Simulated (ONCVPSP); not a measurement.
Reading a pseudo-wave (nitrogen)

Columns: radius, all-electron u(r) and pseudo u(r) of the 2s shell (level -21.61 eV) of nitrogen in the configuration [He] 2s2 2p2.75; PBEsol, scalar-relativistic, ONCV scheme, ONCVPSP 4.0.1.

| r (bohr) | all-electron | pseudo |
| --- | --- | --- |
| 0.057 | -0.3080 | 0.0611 |
| 0.115 | -0.3919 | 0.1247 |
| 0.172 | -0.3460 | 0.1886 |
| 0.230 | -0.2307 | 0.2533 |
| 0.288 | -0.0835 | 0.3163 |
| 0.345 | 0.0697 | 0.3764 |
| 0.402 | 0.2184 | 0.4362 |
| 0.460 | 0.3579 | 0.4975 |
| 0.518 | 0.4815 | 0.5585 |
| 0.575 | 0.5861 | 0.6156 |
| 0.632 | 0.6737 | 0.6675 |
| 0.690 | 0.7458 | 0.7150 |
| 0.747 | 0.8013 | 0.7584 |
| 0.805 | 0.8435 | 0.8007 |
| 0.862 | 0.8725 | 0.8392 |
| 0.920 | 0.8908 | 0.8712 |
| 0.977 | 0.8994 | 0.8911 |
| 1.035 | 0.9001 | 0.8980 |
| 1.092 | 0.8939 | 0.8937 |
| 1.150 | 0.8820 | 0.8819 |
| 1.208 | 0.8653 | 0.8653 |
| 1.265 | 0.8453 | 0.8453 |
| 1.322 | 0.8224 | 0.8224 |
| 1.380 | 0.7969 | 0.7969 |
| 1.438 | 0.7697 | 0.7697 |
| 1.495 | 0.7418 | 0.7418 |

Question: How many radial nodes do the two functions have?

Answer: The all-electron 2s function has n − l − 1 = 1; the pseudo-wave has 0, since the states of the same l below it are removed with the core.

Question: At about which radius was the pseudo-wave matched?

Answer: 1.15 bohr, where the columns begin to agree (steps of 0.06 bohr).

Question: Where does each function peak?

Answer: Outermost all-electron maximum near 1.03 bohr, pseudo maximum near 1.03 bohr (to the table’s step).

Question: Is the pseudo-wave norm-conserving?

Answer: Yes: the ONCV scheme keeps the norm inside the radius equal to the all-electron one, which fixes the energy derivative of the logarithmic derivative at the level.
